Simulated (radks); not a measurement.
Values are calculated unless marked as measured or tabulated.
The zirconium ion Zr4+, configuration [Ar] 3d9 4s2 4p6 4f1 (not the ground configuration). Code: a radial shooting solver on a logarithmic mesh with Libxc functionals. Model: Dirac Kohn-Sham, PW91, spin-unpolarised, spherical densities, finite nucleus; open shells are shared between the two j in proportion to 2j + 1; Fermi nuclear charge, rms radius 4.2694 fm.

Unscreened Slater integrals over Kohn-Sham orbitals (cm^-1). Large and small components are both included.

\begin{tabular}{lr}
integral & value \\ \hline
F0(4f7/2,4f7/2) & 70623 \\
F2(4f7/2,4f7/2) & 35412 \\
F4(4f7/2,4f7/2) & 22669 \\
F6(4f7/2,4f7/2) & 16451 \\
F0(4f7/2,4f5/2) & 70642 \\
F2(4f7/2,4f5/2) & 35418 \\
F4(4f7/2,4f5/2) & 22671 \\
G2(4f7/2,4f5/2) & 35413 \\
G4(4f7/2,4f5/2) & 22668 \\
G6(4f7/2,4f5/2) & 16451 \\
F0(4f7/2,4p3/2) & 90031 \\
F2(4f7/2,4p3/2) & 32140 \\
G2(4f7/2,4p3/2) & 22595 \\
G4(4f7/2,4p3/2) & 14978 \\
F0(4f7/2,4p1/2) & 90255 \\
G4(4f7/2,4p1/2) & 14532 \\
F0(4f5/2,4f5/2) & 70660 \\
F2(4f5/2,4f5/2) & 35423 \\
F4(4f5/2,4f5/2) & 22674 \\
F0(4f5/2,4p3/2) & 90078 \\
F2(4f5/2,4p3/2) & 32176 \\
G2(4f5/2,4p3/2) & 22628 \\
G4(4f5/2,4p3/2) & 15000 \\
F0(4f5/2,4p1/2) & 90303 \\
G2(4f5/2,4p1/2) & 21977 \\
F0(4p3/2,4p3/2) & 156410 \\
F2(4p3/2,4p3/2) & 82859 \\
F0(4p3/2,4p1/2) & 157890 \\
G2(4p3/2,4p1/2) & 83503 \\
F0(4p1/2,4p1/2) & 159420 \\
\end{tabular}
